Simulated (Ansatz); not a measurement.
BeMeI (CH3BeI). Total charge 0; singlet. Geometry r2SCAN-D4/def2-TZVP; atoms count from 1.

| atom | x (Å) | y (Å) | z (Å) |
| --- | --- | --- | --- |
| Be1 | -0.949 | -0.074 | 0.085 |
| C2 | 0.711 | 0.056 | -0.061 |
| H3 | 1.173 | 0.468 | 0.842 |
| H4 | 0.998 | 0.711 | -0.891 |
| H5 | 1.183 | -0.915 | -0.245 |
| I6 | -3.117 | -0.246 | 0.270 |

In the def2 sets I takes a core potential; there is no spin–orbit coupling.

Question: Estimate the Mulliken populations from the PBE0/def2-TZVP orbitals of Ansatz.

Answer: 
| atom | charge (e) |
| --- | --- |
| Be1 | 0.17 |
| C2 | -0.42 |
| H3 | 0.13 |
| H4 | 0.13 |
| H5 | 0.13 |
| I6 | -0.13 |
Mulliken values and Mayer orders depend strongly on the basis.

Question: And the Mayer bond orders between bonded heavy atoms (over 0.3)?

Answer: Be1–C2 1.10 (1.67 Å); Be1–I6 1.29 (2.18 Å).
